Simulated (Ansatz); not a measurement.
Relaxation of C$_{3}$H$_{9}$AlO$_{2}$ (15 atoms, charge 0, multiplicity 1), to a largest force component of 0.02 eV/Å in at most 40 steps.

Level of theory: Ansatz 0.2.0, UKS PBE0-D4/STO-3G.

```xyz
15
Properties=species:S:1:pos:R:3
C 0.349 0.688 2.811
Al 0.748 1.060 0.888
O -0.601 0.908 -0.430
C -0.608 -0.395 -0.927
C 0.268 -0.595 -2.130
O -2.003 -0.574 -1.359
H 0.544 1.646 3.397
H -0.738 0.499 2.878
H 0.913 -0.096 3.223
H 2.251 1.429 0.494
H -0.465 -1.177 -0.125
H 0.064 0.174 -2.881
H 0.096 -1.577 -2.559
H 1.296 -0.458 -1.770
H -2.136 -1.582 -1.480
```

Q: Where does it end, and by what steps?

A: The forces met the threshold. Limits of this set-up: minimal basis. After 37 steps the energy has fallen by 2.712 eV; H10 moved furthest, 2.62 Å. Joined: Al2–C4, Al2–O6.

```tsv
step	energy less start (eV)	largest force component (eV/Å)	accepted
0	0.0000	3.733	yes
2	-0.9712	0.380	yes
4	-1.0250	0.373	yes
6	-1.1127	0.413	yes
8	-1.2520	0.612	yes
10	-1.3629	0.201	yes
12	-1.3848	0.397	no
14	-1.4131	0.075	yes
16	-1.4463	0.584	yes
18	-1.5172	0.460	yes
20	-1.6715	0.495	yes
22	-2.2244	0.890	yes
24	-2.6388	0.617	yes
26	-2.6757	0.109	yes
28	-2.6935	0.084	yes
30	-2.7015	0.097	yes
32	-2.7057	0.201	yes
34	-2.7096	0.073	yes
36	-2.7117	0.060	yes
37	-2.7124	0.014	yes
```

```xyz
15
Properties=species:S:1:pos:R:3
C -0.077 0.618 2.460
Al 0.133 1.232 0.661
O 1.262 0.307 -0.363
C 0.308 -0.610 -0.789
C 0.256 -0.865 -2.326
O -1.004 0.090 -0.353
H 0.552 1.179 3.158
H -1.106 0.737 2.818
H 0.181 -0.438 2.592
H -0.049 2.675 0.316
H 0.295 -1.606 -0.259
H 0.163 0.085 -2.865
H -0.590 -1.515 -2.583
H 1.187 -1.358 -2.634
H -1.533 -0.581 0.195
```

Run time: 2.8 min on 1 thread of Arm Neoverse V2, with other jobs on the host, peak memory 0.17 GiB.
